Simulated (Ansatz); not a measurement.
Stepwise reaction of `N#[C][Sn]([Cl])([Cl])[C]#N` with hydrogen chloride, as a gas-phase model of exchange steps in deposition or etching. ΔE in kJ/mol.

Computed with Ansatz on PBE0-D4/def2-TZVP structures; ΔE is electronic, products minus reactants. CBS: MP2 limit from def2 TZ/QZ plus the TZ coupled-cluster correction, frozen cores. This one scheme is used for every species. DFT in def2-TZVPP. B3LYP here is the variant with VWN-RPA as its local correlation; programs differ in this. def2 core potentials past Kr. For Sn outer-core shells are correlated without core-valence functions, which leaves a few kJ/mol of doubt a bond.

| step | reaction | PBE-D4 | B3LYP-D4 | ωB97M-V | CCSD(T)/CBS |
| --- | --- | --- | --- | --- | --- |
| 1 | `N#[C][Sn]([Cl])([Cl])[C]#N` + HCl → `N#[C][Sn]([Cl])([Cl])[Cl]` + `C#N` | -81.5 | -84.2 | -80.4 | -78.2 |

Question: Give the row of step 2, `N#[C][Sn]([Cl])([Cl])[Cl]` + HCl → `[Cl][Sn]([Cl])([Cl])[Cl]` + `C#N`. (Best estimate.)

Answer: Computed: 
| step | reaction | PBE-D4 | B3LYP-D4 | ωB97M-V | CCSD(T)/CBS |
| --- | --- | --- | --- | --- | --- |
| 2 | `N#[C][Sn]([Cl])([Cl])[Cl]` + HCl → `[Cl][Sn]([Cl])([Cl])[Cl]` + `C#N` | -81.0 | -83.9 | -79.7 | -77.8 |

Question: By hand: ΔE of the 2 steps together at CCSD(T)/CBS.

Answer: (-78.2) + (-77.8) = -156.0 kJ/mol, or -78.0 kJ/mol a step.

In ΔE the steps differ by no more than 0.4 kJ/mol. All are downhill at CCSD(T)/CBS. PBE-D4 differs from CCSD(T)/CBS by -3.3 to -3.2 kJ/mol a step. Only this route is followed, and other bonds may react first. Isolated molecules leave out the surface, adducts and barriers. Largest T1 diagnostic: 0.014.
